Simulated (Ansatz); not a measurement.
Consider the cleavage of the Si–Si bond: `O[Si](O)([SiH3])Cl` + H–F → `O[Si](O)(F)Cl` + SiH₄.

Calculated with Ansatz (gas phase, PBE0-D4/def2-TZVP geometries, no zero-point term in ΔE). CCSD(T)/CBS adds triple-zeta CCSD(T) − MP2 to the extrapolated MP2 energy (def2 sets, frozen cores). This one scheme is used for every species. DFT in def2-TZVPP. B3LYP here is the variant with VWN-RPA as its local correlation; programs differ in this. Each species was taken in one conformer, which may not be the lowest.

`O[Si](O)([SiH3])Cl`:

Cartesian coordinates in Å:
```
O -0.520 -1.270 -1.386
Si 0.117 0.054 -0.661
O -0.643 1.372 -1.235
Si -0.076 0.083 1.662
Cl 2.132 0.083 -1.148
H 0.060 -2.021 -1.526
H -0.741 1.464 -2.186
H 0.606 -1.121 2.207
H -1.507 0.054 2.063
H 0.572 1.302 2.209
```

H–F:

```xyz
2

F     0.200    0.378    0.170
H    -0.200   -0.378   -0.170
```

`O[Si](O)(F)Cl`:

```xyz
7

O     1.047   -0.590   -0.635
Si   -0.065    0.210    0.229
O    -1.514   -0.037   -0.433
F    -0.022   -0.294    1.731
Cl    0.271    2.205    0.300
H     1.951   -0.621   -0.317
H    -1.668   -0.873   -0.875
```

SiH₄:

```xyz
5

Si    0.000    0.000    0.000
H     0.154   -1.125    0.957
H     1.079   -0.064   -1.018
H     0.087    1.288    0.733
H    -1.320   -0.099   -0.672
```

Question: Is it downhill or uphill in electronic energy at CCSD(T)/CBS, and by how much? (Estimate.)

Answer: Ansatz gave: Downhill: ΔE = -155.3 kJ/mol.

Question: What do these levels give: r2SCAN, PBE0, B3LYP, HF/def2-TZVPP, HF/def2-QZVPP, MP2/def2-QZVPP? (Best estimate.)

Answer: The calculation gave: r2SCAN -160.4, PBE0 -146.1, B3LYP -164.0, HF/def2-TZVPP -191.6, HF/def2-QZVPP -193.9, MP2/def2-QZVPP -160.0 kJ/mol.

Largest T1 diagnostic among the species: 0.012.

In def2-TZVPP, CCSD(T) changes the Hartree–Fock value by +31.9 kJ/mol (the triples alone add +4.8 kJ/mol) and MP2 by +29.9 kJ/mol. From PBE to PBE0 (25 % exact exchange), in def2-TZVPP and without D4, ΔE moves by −8.7 kJ/mol. The D4 term adds +8.8 kJ/mol with B3LYP and +5.1 kJ/mol with PBE0; it sums over pairs of atoms, weighted by their polarisabilities, and B3LYP, whose exchange is more repulsive, gets the larger term.
